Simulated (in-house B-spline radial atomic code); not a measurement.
The numbers below are computed, except where a source is named.
**Stopping and range of 80 keV Mg in InSb**

The pair potential comes from two frozen, spherical free-atom densities (PBE, B-spline radial code, scalar-relativistic past argon): electrostatics plus the change in Thomas-Fermi kinetic and Dirac exchange energy where they overlap, the recipe behind the universal ZBL potential, which averages such potentials (from solid-state densities) over many pairs. It is written V = (Z1 Z2 e²/r) φ(r/a), with e² = 14.3996 eV·Å and a = 0.46850 Å/(Z1^0.23 + Z2^0.23); ZBL's fit is φ = 0.18175 e^(−3.1998x) + 0.50986 e^(−0.94229x) + 0.28022 e^(−0.4029x) + 0.02817 e^(−0.20162x). Where φ falls below 4e-4 it is continued as an exponential.

The target is taken as amorphous, with density 5.77 g/cm³ (NSM archive of the Ioffe Institute); channelling is ignored. Masses: Mg 24.3, In 114.82, Sb 121.76 u. Nuclear stopping is S_n = 4π a Z1 Z2 e² M1/(M1 + M2) × s_n(ε), with s_n integrated over impact parameters for each pair. Electronic stopping is Lindhard and Scharff's S_e = Z1^(1/6) 8π e² a0 Z1 Z2/(Z1^(2/3) + Z2^(2/3))^(3/2) × v/v0, with a0 = 0.529177 Å and v = v0 at 24.801 keV/u; it misses the oscillations with Z1 seen in experiment, which reach tens of per cent. Compounds add by atom fraction.

```json
{"target atom": "In", "a (Å)": "0.11106", "ε at this energy": "0.866", "s_n, this pair": "0.3252", "s_n, ZBL potential": "0.3205"}
{"target atom": "Sb", "a (Å)": "0.11046", "ε at this energy": "0.8359", "s_n, this pair": "0.3266", "s_n, ZBL potential": "0.3225"}
```

**Question.** What are the atom density and the stopping powers at entry?

**Answer.** N = 5.77 × 0.602214/118.29 = 0.02938 atoms/Å³. For In: S_n = 2064 × 0.3252 = 671.2 eV·Å², S_e = 2.7290 × √80000 = 771.9 eV·Å². For Sb: S_n = 2035 × 0.3266 = 664.7 eV·Å², S_e = 2.7596 × √80000 = 780.5 eV·Å². Averaged over the target's atoms (half each) and times N × 10 Å/nm, the ion loses N S_n = 196 eV/nm to recoils and N S_e = 228 eV/nm to electrons; the nuclear share is 46 %.

Along the track:

| E (keV) | N S_n (eV/nm) | N S_e (eV/nm) |
| --- | --- | --- |
| 4 | 165 | 51 |
| 12 | 205 | 88.3 |
| 24 | 215 | 125 |
| 40 | 213 | 161 |
| 60 | 205 | 197 |
| 80 | 196 | 228 |

**Question.** Estimate the path length and the projected range.

**Answer.** With continuous slowing down the path is the integral of dE/(N (S_n + S_e)). Trapezoids over the table give 215 nm, and the stretch below the first row, with stopping taken as √E, adds 2E/(N S) = 37 nm: 252 nm in all, against 244 nm on a fine grid from 5 eV. Deflections shorten the depth: to first order in the energy passed on, N (S_n + S_e) dR_p/dE = 1 − N S_n (M2/M1) R_p/(2E), summed over the target's atoms, and integrating this on the fine grid gives R_p = 89.6 nm, 0.37 of the path. Lindhard's rule of thumb R/(1 + M2/3M1), with mean M2/M1 = 4.87, gives 93 nm; it is meant for M2/M1 below about 2. On the ZBL potential the same equation gives 90.8 nm, and the full integral equation, which keeps hard collisions, 95.9 nm.
